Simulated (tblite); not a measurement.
C₅H₇BClF₂ (doublet state).
Numbering: `[F:1][B:2]([F:3])[C@@H:4]1[CH2:5][CH:6][C@@H:7]1[CH2:8][Cl:9]` (hydrogens: H10 on C4; H11, H12 on C5; H13 on C6; H14 on C7; H15, H16 on C8)

Computed with GFN2-xTB (tblite), gas phase: L-BFGS steps from a force-field or distance-geometry start until the largest atomic force falls under 0.01 eV/Å.

Step 44: E = -803.5948 eV
```
atom  x, y, z in Å  |  force x, y, z in eV/Å
F1     -1.3860    1.4169    1.6838   -0.044   0.053   0.045
B2     -0.7314    1.4782    0.5211   -0.070  -0.011  -0.022
F3     -0.6298    2.7203    0.0307   -0.049   0.049  -0.031
C4     -0.7784    0.2328   -0.4958   -0.022  -0.033   0.042
C5     -1.3352   -1.0762    0.1262   -0.025  -0.028  -0.009
C6      0.0652   -1.5671    0.2238   -0.006   0.058  -0.010
C7      0.5953   -0.4797   -0.6509   -0.002   0.006  -0.044
C8      1.8132    0.3103   -0.2016    0.042  -0.046  -0.054
Cl9     1.3766    1.2414    1.2481    0.018  -0.015   0.078
H10    -1.2433    0.5306   -1.4403    0.044  -0.045   0.056
H11    -1.9441   -1.6384   -0.5868   -0.023  -0.009   0.007
H12    -1.9022   -1.0002    1.0564    0.068   0.077  -0.002
H13     0.5487   -2.0397    1.0581    0.003  -0.006  -0.063
H14     0.7747   -0.8041   -1.6815    0.023  -0.049  -0.035
H15     2.1245    1.0229   -0.9650   -0.001   0.058   0.013
H16     2.6446   -0.3391    0.0623    0.044  -0.059   0.030
```

Step 45: E = -803.5969 eV
```
atom  x, y, z in Å  |  force x, y, z in eV/Å
F1     -1.3906    1.4225    1.6791   -0.019   0.039   0.007
B2     -0.7307    1.4786    0.5175   -0.115  -0.002   0.013
F3     -0.6248    2.7205    0.0282   -0.044   0.045  -0.047
C4     -0.7807    0.2306   -0.4975    0.002  -0.032   0.032
C5     -1.3351   -1.0783    0.1283   -0.034   0.012  -0.008
C6      0.0651   -1.5703    0.2177   -0.004   0.051  -0.035
C7      0.5946   -0.4804   -0.6530    0.013   0.053  -0.052
C8      1.8114    0.3100   -0.1995    0.061  -0.009  -0.003
Cl9     1.3753    1.2430    1.2546    0.005  -0.063   0.012
H10    -1.2464    0.5237   -1.4443    0.053  -0.040   0.092
H11    -1.9566   -1.6367   -0.5771    0.006  -0.013   0.017
H12    -1.8912   -0.9964    1.0644    0.055   0.065   0.002
H13     0.5531   -2.0476    1.0461    0.001  -0.020  -0.046
H14     0.7798   -0.7974   -1.6851    0.008  -0.061  -0.027
H15     2.1265    1.0258   -0.9593   -0.018   0.030   0.027
H16     2.6427   -0.3387    0.0685    0.029  -0.054   0.015
```

Step 46: E = -803.5991 eV
```
atom  x, y, z in Å  |  force x, y, z in eV/Å
F1     -1.3946    1.4278    1.6751   -0.002   0.028  -0.028
B2     -0.7319    1.4789    0.5136   -0.141   0.023   0.040
F3     -0.6225    2.7213    0.0249   -0.038   0.014  -0.050
C4     -0.7825    0.2281   -0.4991    0.025  -0.011   0.019
C5     -1.3354   -1.0797    0.1297   -0.019   0.046   0.002
C6      0.0647   -1.5724    0.2110    0.007   0.027  -0.051
C7      0.5945   -0.4804   -0.6560    0.027   0.077  -0.042
C8      1.8109    0.3095   -0.1976    0.061   0.023   0.049
Cl9     1.3744    1.2425    1.2619   -0.008  -0.104  -0.054
H10    -1.2487    0.5161   -1.4467    0.047  -0.022   0.090
H11    -1.9692   -1.6359   -0.5672    0.030  -0.011   0.029
H12    -1.8780   -0.9902    1.0726    0.030   0.046   0.009
H13     0.5557   -2.0546    1.0341    0.003  -0.032  -0.033
H14     0.7853   -0.7925   -1.6893   -0.008  -0.059  -0.012
H15     2.1284    1.0303   -0.9530   -0.026  -0.005   0.040
H16     2.6413   -0.3398    0.0745    0.012  -0.040  -0.008
```

Step 47: E = -803.6014 eV
```
atom  x, y, z in Å  |  force x, y, z in eV/Å
F1     -1.3987    1.4333    1.6707    0.000   0.018  -0.044
B2     -0.7354    1.4796    0.5092   -0.137   0.053   0.045
F3     -0.6213    2.7221    0.0202   -0.034  -0.024  -0.046
C4     -0.7836    0.2256   -0.4998    0.040   0.027   0.005
C5     -1.3358   -1.0803    0.1310    0.014   0.062   0.019
C6      0.0645   -1.5742    0.2025    0.023  -0.007  -0.049
C7      0.5951   -0.4793   -0.6601    0.033   0.069  -0.017
C8      1.8114    0.3093   -0.1948    0.041   0.034   0.081
Cl9     1.3727    1.2398    1.2691   -0.019  -0.126  -0.095
H10    -1.2503    0.5074   -1.4472    0.026   0.010   0.051
H11    -1.9820   -1.6352   -0.5559    0.050  -0.001   0.043
H12    -1.8627   -0.9819    1.0815    0.001   0.019   0.013
H13     0.5580   -2.0622    1.0206    0.005  -0.039  -0.027
H14     0.7908   -0.7885   -1.6940   -0.021  -0.041   0.007
H15     2.1298    1.0355   -0.9452   -0.019  -0.034   0.047
H16     2.6399   -0.3420    0.0808   -0.001  -0.020  -0.033
```

**Question.** Estimate the geometry and energy of step 48. (The exact step hangs on the optimiser's Hessian estimate; all steps are aligned on step 47, rigid shifts and turns removed.)

**Answer.** E = -803.6038 eV, largest force 0.155 eV/Å
```
atom  x, y, z in Å  |  force x, y, z in eV/Å
F1     -1.4044    1.4400    1.6653   -0.014   0.014  -0.039
B2     -0.7414    1.4812    0.5046   -0.099   0.077   0.027
F3     -0.6194    2.7229    0.0141   -0.037  -0.054  -0.037
C4     -0.7840    0.2236   -0.4997    0.043   0.063  -0.007
C5     -1.3354   -1.0799    0.1332    0.056   0.058   0.035
C6      0.0650   -1.5764    0.1924    0.033  -0.033  -0.025
C7      0.5963   -0.4768   -0.6643    0.026   0.029   0.013
C8      1.8122    0.3095   -0.1903    0.006   0.018   0.073
Cl9     1.3701    1.2354    1.2751   -0.030  -0.123  -0.090
H10    -1.2516    0.4979   -1.4463   -0.004   0.049  -0.008
H11    -1.9938   -1.6340   -0.5433    0.066   0.013   0.056
H12    -1.8466   -0.9728    1.0912   -0.020  -0.010   0.016
H13     0.5613   -2.0719    1.0047    0.004  -0.041  -0.031
H14     0.7956   -0.7843   -1.6988   -0.028  -0.011   0.026
H15     2.1304    1.0398   -0.9366    0.003  -0.045   0.043
H16     2.6379   -0.3451    0.0874   -0.004  -0.002  -0.053
```

The energy changes by -0.0024 eV. The first-order estimate −F·Δx gives -0.0033 eV and the mean of the old and new forces, exact on a quadratic surface, -0.0024 eV. The step makes an angle of 76° with the force vector and moves no atom by more than 0.021 Å.

The cost below is that of the whole relaxation. The run took 0.8 s of wall time on an Arm Neoverse V1 with one thread, shared host.
